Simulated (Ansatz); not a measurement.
Relaxation of BCl2H5N2 (10 atoms, charge 0, multiplicity 1), to a largest force component of 0.03 eV/Å in at most 50 steps.

Theory: Ansatz 0.2.0, RKS B3LYP/def2-SVP.

```xyz
10
Properties=species:S:1:pos:R:3:forces:R:3
B -0.069 0.542 -0.529 -0.14 0.67 0.11
N 0.002 0.048 2.177 -0.23 0.61 0.05
H -0.765 -0.535 2.517 0.01 0.00 0.00
H 0.746 -0.001 2.875 -0.01 0.00 0.01
N 1.204 0.179 -0.945 0.02 -0.01 -0.01
H 1.428 -0.769 -1.222 0.00 0.00 0.00
H 2.000 0.797 -0.851 0.00 0.00 0.00
Cl -1.461 -0.542 -0.743 0.00 0.00 0.01
Cl -0.383 2.291 -0.059 0.12 -0.60 -0.26
H -0.348 1.026 2.181 0.23 -0.68 0.09
```

Problem. Where does it end, and by what steps?

Solution. The forces met the threshold. The force dipped under the threshold on the way, but the program's further checks kept it going. After 12 steps the energy has fallen by 0.061 eV; H4 moved furthest, 0.61 Å.

```
step  energy less start (eV)  largest force component (eV/Å)  accepted
   0                  0.0000                           0.677       yes
   1                 -0.0334                           0.533       yes
   2                 -0.0357                           0.322       yes
   3                 -0.0465                           0.186       yes
   4                 -0.0542                           0.098       yes
   5                 -0.0560                           0.056       yes
   6                 -0.0592                           0.029       yes
   7                 -0.0500                           0.606        no
   8                 -0.0598                           0.096       yes
   9                 -0.0608                           0.011       yes
  10                 -0.0610                           0.079       yes
  11                 -0.0612                           0.039       yes
  12                 -0.0615                           0.007       yes
```

```xyz
10
Properties=species:S:1:pos:R:3
B -0.054 0.589 -0.694
N 0.096 0.068 2.447
H -0.733 -0.516 2.321
H 0.436 -0.119 3.392
N 1.207 0.203 -1.125
H 1.431 -0.760 -1.345
H 1.999 0.834 -1.110
Cl -1.400 -0.578 -0.679
Cl -0.376 2.287 -0.256
H -0.250 1.029 2.452
```

Whether the end is a true minimum wasn't checked by a vibrational analysis.

The run took 85 s on 2 threads of Intel(R) Xeon(R) Processor @ 2.50GHz (Skylake/Cascade Lake), on a shared host, peak memory 0.24 GiB.
